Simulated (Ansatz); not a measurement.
```xyz
9

O    -0.255   -2.113   -0.839
Sn    0.571   -0.605    0.058
F     2.278   -0.374   -0.778
F     1.092   -1.249    1.784
Si   -0.820    1.537    0.145
H     0.297   -2.900   -0.851
H    -0.011    2.541    0.872
H    -2.074    1.216    0.863
H    -1.078    1.948   -1.254
```

Charge 0, multiplicity 1. Sn: def2 effective core potential.

List the PBE/def2-TZVPP orbital energies in eV (Ansatz). (Best estimate.)

The calculation gave: Occupied: -1780.91, -658.90, -658.90, -510.43, -138.68, -134.11, -95.45, -95.38, -95.38, -90.08, -90.07, -90.02, -28.76, -28.49, -26.87, -26.50, -26.47, -26.30, -25.59, -24.01, -14.66, -13.06, -11.41, -10.14, -9.71, -9.63, -9.50, -9.20, -8.85, -8.71, -8.39, -7.92, -7.55. Lowest empty: -2.49, -1.65, -1.61, -0.50, 0.09, 0.34, 0.38, 1.72.
